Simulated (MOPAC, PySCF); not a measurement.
C2H3NSi, SMILES `[H]/N=[SiH]/C#C`, neutral singlet in the gas phase. 

Cartesian coordinates (Å):
SMILES: [H]/N=[SiH]/C#C
```xyz
7

C      1.8614    -1.0963     0.3557
C      0.8714    -0.4316     0.1747
Si    -0.5580     0.6320    -0.0733
N     -1.9503    -0.0163    -0.4991
H      2.7277    -1.6945     0.5121
H     -0.1970     2.0443     0.1744
H     -2.7713     0.5575    -0.6452
```
Charge 0, multiplicity 1.

All levels are single points at this geometry (B3LYP-D3(BJ)/def2-TZVP); Pople sets use spherical d functions. Orbital energies aren't observables, and empty levels follow the basis.

B3LYP/3-21G in PySCF gives gap (eV) = 5.27.

Q: Estimate the gap (eV) from each of these levels: B3LYP-D3(BJ)/def2-TZVP in PySCF; PBE-D3(BJ)/def2-TZVP in PySCF; B3LYP/6-31G* in PySCF; M06-2X/6-31G* in PySCF; PBE/6-31G* in PySCF; SVWN5/6-31G* in PySCF; HF/3-21G in PySCF; HF/6-31G* in PySCF; HF/STO-3G in PySCF; AM1 in MOPAC; PM6 in MOPAC; PM7 in MOPAC.

A: 
```csv
level,gap (eV)
B3LYP-D3(BJ)/def2-TZVP in PySCF,5.19
PBE-D3(BJ)/def2-TZVP in PySCF,3.41
B3LYP/6-31G* in PySCF,5.34
M06-2X/6-31G* in PySCF,7.77
PBE/6-31G* in PySCF,3.50
SVWN5/6-31G* in PySCF,3.41
HF/3-21G in PySCF,11.81
HF/6-31G* in PySCF,11.64
HF/STO-3G in PySCF,13.36
AM1 in MOPAC,9.84
PM6 in MOPAC,8.87
PM7 in MOPAC,9.36
```
